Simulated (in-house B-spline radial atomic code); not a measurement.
## Ionising Ge3+ with different functionals

Computed with a B-spline radial code for spherical atoms: non-relativistic Hamiltonian, point nucleus, spin-polarised at highest spin, spherical fractional occupations for the functionals, the average over the highest-spin determinants for Hartree-Fock. The ionisation energy is the difference of two self-consistent energies, [Ar] 3d10 4s1 → [Ar] 3d10, without Breit or QED terms; ε is the level of the shell that loses the electron (its least bound occupied spin orbital). There is no spin-orbit coupling in this Hamiltonian.

```tsv
method	rung	ΔSCF (eV)	-ε(4s) (eV)
Hartree-Fock	Hartree-Fock	43.99	44.09
HF fractional	Hartree-Fock	43.99	44.09
LDA VWN5	LDA	46.31	40.91
LDA PW92	LDA	46.30	40.90
LDA exchange-only	LDA	45.22	39.89
PBE	GGA	46.00	40.53
PBEsol	GGA	45.86	40.56
BLYP	GGA	46.27	40.65
RPBE	GGA	45.79	40.34
PW91	GGA	46.10	40.67
BP86	GGA	45.94	40.71
AM05	GGA	45.81	40.54
OLYP	GGA	45.62	40.16
TPSS	meta-GGA	45.56	40.39
SCAN	meta-GGA	45.77	41.06
r2SCAN	meta-GGA	45.60	40.88
M06-L	meta-GGA	44.64	40.13
revTPSS	meta-GGA	45.43	40.35
PBE0	global hybrid	45.59	41.57
B3LYP	global hybrid	46.09	41.63
TPSSh	global hybrid	45.43	40.81
M06-2X	global hybrid	45.30	42.12
BHandHLYP	global hybrid	45.54	42.71
r2SCAN0	global hybrid	45.38	41.88
B97-1	global hybrid	45.28	41.04
HSE06	range-separated hybrid	45.67	41.30
wB97X	range-separated hybrid	44.91	43.86
CAM-B3LYP	range-separated hybrid	46.06	43.31
LC-wPBE	range-separated hybrid	45.66	44.64
```

Task: Among the functionals, which spreads more, the ΔSCF values or the orbital energies?

Result: The orbital energies: ΔSCF values span about 1.67 eV and the orbital energies 4.75 eV.

Task: How do they compare with the NIST value?

Result: NIST lists 45.715 eV ± 0.0012 (measured, ground level to ground level). Errors run from -1.73 to +0.60 eV; HSE06 is closest (-0.04 eV), but part of that can be cancellation, since the calculations leave out relativity, Breit-QED terms. Hartree-Fock also lacks correlation.
